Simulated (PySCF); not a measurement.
Spectrum to structure. The calculation used TDDFT PBE0/def2-SVPD, vertical, gas phase, core orbitals frozen in the response in PySCF 2.14.0, density-fitted response routines. Geometries: GFN2-xTB, one conformer each.

| state | E (eV) | f | main configurations (H = HOMO, L = LUMO) |
| --- | --- | --- | --- |
| S1 | 3.17 | 0.0015 | H→L (90%) |
| S2 | 3.33 | 0.0014 | H-2→L (87%), H→L (8%) |
| S3 | 3.93 | 0.0004 | H→L+1 (98%) |
| S4 | 4.24 | 0.076 | H-1→L (84%) |
| S5 | 4.75 | 0.0025 | H-4→L (85%), H-2→L+1 (11%) |
| S6 | 4.86 | 0.0000 | H-2→L+1 (84%), H-4→L (12%) |
| S7 | 5.14 | 0.049 | H-3→L (48%), H-1→L+1 (41%), H-1→L (8%) |
| S8 | 5.67 | 0.362 | H-1→L+1 (45%), H-3→L (43%) |

Triplets computed (Tamm–Dancoff): 2.73, 2.85, 2.95 eV.

Problem. Which candidate is it?
A. `CC1=PC=C(C#N)O1`
B. `Cc1nn(C)nc1C=O`
C. `O=Cc1ccncp1`
D. `CCCCC(N)=O`
E. `C(CCN(C)C)=O`

Solution. C. Its S1, at 3.17 eV, is the lowest among the candidates; the nearest of the others has S1 at 3.88 eV. S1 is HOMO→LUMO (90%). Löwdin shares by element: HOMO nitrogen 46%, phosphorus 19%, carbon 18% or more (atoms not listed hold the other 16%); LUMO carbon 30% or more, phosphorus 21%, oxygen 15% (atoms not listed hold the other 34%). At the same level the other candidates give, for their lowest levels:
- `CN(C)CCC=O`: 4.26 eV (f 0.001); 4.71 eV (f 0.013); 6.08 eV (f 0.027); 6.65 eV (f 0.025); 6.74 eV (f 0.034); T1 3.64 eV; HOMO -6.50, LUMO -0.80 eV
- `Cc1oc(C#N)cp1`: 4.86 eV (f 0.248); 5.32 eV (f 0.042); 5.61 eV (f 0.001); 5.65 eV (f 0.000); 6.31 eV (f 0.352); T1 3.05 eV; HOMO -7.20, LUMO -1.79 eV
- `Cc1nn(C)nc1C=O`: 3.88 eV (f 0.000); 5.36 eV (f 0.204); 5.66 eV (f 0.001); 6.14 eV (f 0.077); 6.21 eV (f 0.002); T1 3.31 eV; HOMO -7.63, LUMO -1.67 eV
- `CCCCC(N)=O`: 5.77 eV (f 0.000); 6.81 eV (f 0.024); 7.10 eV (f 0.009); 7.38 eV (f 0.026); 7.65 eV (f 0.092); T1 5.25 eV; HOMO -7.39, LUMO 0.54 eV

Shape of the structure used: `[O:1]=[CH:2][c:3]1[cH:4][cH:5][n:6][cH:7][p:8]1`: O1–C2–C3–C4 0°.
